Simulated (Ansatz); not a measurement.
Species: InCl3 (charge 0, singlet). 
Geometry from a B3LYP-D3(BJ)/def2-TZVP (Ansatz, a quantum-chemistry and plane-wave program) optimisation:
```
In
Cl 1 2.3145
Cl 1 2.3145 2 120.00
Cl 1 2.3145 2 120.00 3 180.00
```

Parts of the frozen-core correlation energy in def2-TZVPP (Ansatz, hartree). Frozen orbitals: 24; correlated occupied orbitals by spin: 12 and 12; virtual: 140 and 140. No spin-orbit coupling. Past Kr the def2 sets carry scalar-relativistic core potentials.

```csv
term,value
reference (HF),-1567.91943
MP2 opposite-spin,-0.46403
MP2 same-spin,-0.15753
CCSD correlation,-0.66942
(T),-0.02845
T1 diagnostic,0.008
largest doubles amplitude,0.025
```
